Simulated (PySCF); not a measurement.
Field gradients from PBE0/pcSseg-1 densities (PySCF, non-relativistic) at GFN2-xTB geometries, isolated species, one conformer each; χzz is the principal value of largest magnitude, with Q(14N) = 0.02044 b, Q(17O) = −0.0256 b. GFN2-xTB bond lengths can be off by several hundredths of an ångström, more for odd bonds, and the gradients follow them. The basis is small and wasn't made for field gradients, so the couplings can be 20 % off.

Problem. These 14N couplings (χzz in MHz, η) are listed in rising order: (-6.019, 0.13); (-5.441, 0.03); (-5.049, 0.38); (-4.576, 0.17); (-1.525, 0.21). Assign them to: N5 (pyridine-type nitrogen) in `[CH2:1]=[CH:2][CH2:3][n:4]1[n:5][cH:6][c:7]([SiH3:8])[n:9]1`; N3 (pyridine-type nitrogen) in `[CH3:1][c:2]1[n:3][n:4][c:5]([CH3:6])[c:7]([SiH3:8])[n:9]1`; N4 (pyrrole-type nitrogen) in `[F:1][c:2]1[cH:3][n:4]2[cH:5][cH:6][cH:7][cH:8][c:9]2[n:10]1`; the cyano nitrogen of `N#C[Si]1(S[SiH3])[SiH2]C[SiH2]1`; N10 (nitrile nitrogen) in `[CH2:1]=[N:2][c:3]1[cH:4][cH:5][cH:6][cH:7][c:8]1[C:9]#[N:10]`.

Solution. -6.019 MHz, η 0.13: N3 (pyridine-type nitrogen) in `[CH3:1][c:2]1[n:3][n:4][c:5]([CH3:6])[c:7]([SiH3:8])[n:9]1`; -5.441 MHz, η 0.03: the cyano nitrogen of `N#C[Si]1(S[SiH3])[SiH2]C[SiH2]1`; -5.049 MHz, η 0.38: N5 (pyridine-type nitrogen) in `[CH2:1]=[CH:2][CH2:3][n:4]1[n:5][cH:6][c:7]([SiH3:8])[n:9]1`; -4.576 MHz, η 0.17: N10 (nitrile nitrogen) in `[CH2:1]=[N:2][c:3]1[cH:4][cH:5][cH:6][cH:7][c:8]1[C:9]#[N:10]`; -1.525 MHz, η 0.21: N4 (pyrrole-type nitrogen) in `[F:1][c:2]1[cH:3][n:4]2[cH:5][cH:6][cH:7][cH:8][c:9]2[n:10]1`.

Problem. Rank these 17O sites by the size of the quadrupole coupling, smallest first.
A. The siloxane oxygen of `N[Si@H]([SiH3])O[SiH2][SiH3]`
B. The silanol oxygen of `N[SiH2][Si@@H]([SiH3])[SiH2]O`
C. The sulfonyl oxygen of `O=S(=O)(Cl)c1sccc1Cl`

Solution. A (6.610 MHz), C (7.800 MHz), B (9.240 MHz).

All sites together:

```tsv
nucleus	site	Vzz (au)	η	χzz (MHz)
14N	N5 (pyridine-type nitrogen) in [CH2:1]=[CH:2][CH2:3][n:4]1[n:5][cH:6][c:7]([SiH3:8])[n:9]1	-1.051	0.38	-5.049
14N	N3 (pyridine-type nitrogen) in [CH3:1][c:2]1[n:3][n:4][c:5]([CH3:6])[c:7]([SiH3:8])[n:9]1	-1.253	0.13	-6.019
14N	N4 (pyrrole-type nitrogen) in [F:1][c:2]1[cH:3][n:4]2[cH:5][cH:6][cH:7][cH:8][c:9]2[n:10]1	-0.318	0.21	-1.525
14N	the cyano nitrogen of N#C[Si]1(S[SiH3])[SiH2]C[SiH2]1	-1.133	0.03	-5.441
14N	N10 (nitrile nitrogen) in [CH2:1]=[N:2][c:3]1[cH:4][cH:5][cH:6][cH:7][c:8]1[C:9]#[N:10]	-0.953	0.17	-4.576
17O	the sulfonyl oxygen of O=S(=O)(Cl)c1sccc1Cl	1.297	0.14	-7.800
17O	the silanol oxygen of N[SiH2][Si@@H]([SiH3])[SiH2]O	1.536	0.54	-9.240
17O	the siloxane oxygen of N[Si@H]([SiH3])O[SiH2][SiH3]	1.099	0.15	-6.610
```
